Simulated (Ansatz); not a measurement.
`N[SiH2]CCF`. Total charge 0; spin multiplicity 1. The geometry is a stationary point of PBE0-D4/def2-TZVP. It is one conformer, not always the lowest.

```xyz
13

N     0.909    0.662   -2.070
Si   -0.321    0.507   -0.878
C     0.410   -0.333    0.634
C    -0.579   -0.573    1.741
F     0.026   -1.227    2.807
H     1.372   -0.156   -2.433
H     0.813    1.363   -2.787
H    -1.520   -0.283   -1.299
H    -0.787    1.885   -0.565
H     1.240    0.281    0.996
H     0.834   -1.292    0.315
H    -1.412   -1.201    1.410
H    -0.984    0.367    2.130
```

Q: What is the dipole moment at B3LYP/def2-TZVPP? (An estimate is asked.)

A: Computed: 2.55 D, with components (0.01, 0.51, -2.50) D in this frame, pointing from negative to positive charge.

Q: And with PBE, r2SCAN, ωB97M-V? (Estimate.)

A: Ansatz gave: PBE 2.43 D, r2SCAN 2.50 D, ωB97M-V 2.55 D.

Q: Give the Mulliken charges with B3LYP, r2SCAN, ωB97M-V in def2-TZVPP. (Best estimate.)

A: The calculation gave: 
| atom | B3LYP | r2SCAN | ωB97M-V |
| --- | --- | --- | --- |
| N1 | -0.41 | -0.46 | -0.37 |
| Si2 | 0.41 | 0.43 | 0.35 |
| C3 | -0.20 | -0.16 | -0.29 |
| C4 | 0.06 | 0.15 | 0.02 |
| F5 | -0.26 | -0.25 | -0.24 |
| H6 | 0.13 | 0.15 | 0.11 |
| H7 | 0.14 | 0.15 | 0.11 |
| H8 | -0.11 | -0.11 | -0.07 |
| H9 | -0.09 | -0.09 | -0.04 |
| H10 | 0.09 | 0.06 | 0.11 |
| H11 | 0.07 | 0.04 | 0.10 |
| H12 | 0.08 | 0.04 | 0.10 |
| H13 | 0.08 | 0.04 | 0.10 |

B3LYP here is the variant with VWN-RPA as its local correlation; programs differ in this.
